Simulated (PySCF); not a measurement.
These are B3LYP-D3(BJ)/def2-TZVP // BP86-D3(BJ)/def2-SVP (PySCF) values and carry that method's errors. All species are isolated molecules in the gas phase. One relaxed conformer stands for a flexible species; it need not be the lowest. B3LYP has the VWN-RPA correlation part, as in Gaussian. 

Reference species: [W(Cl)(OH)5] (neutral, multiplicity 1).

| Property | Result |
|---|---|
| coordination number | 6 |
| HOMO–LUMO gap | 4.74 eV |
| charge on the central atom (Mulliken) | 1.50 e |

Changed species: [W(Cl)3(OH)3] (3 of 6 Cl replaced by OH; the reference has 5 of 6 Cl replaced by OH).

Task: What does the change do to the coordination number, HOMO–LUMO gap and charge on the central atom (Mulliken)?

Result: the coordination number hardly moves; the HOMO–LUMO gap decreases by 1.05 eV, to 3.69 eV; the charge on the central atom (Mulliken) decreases by 0.09 e, to 1.41 e.
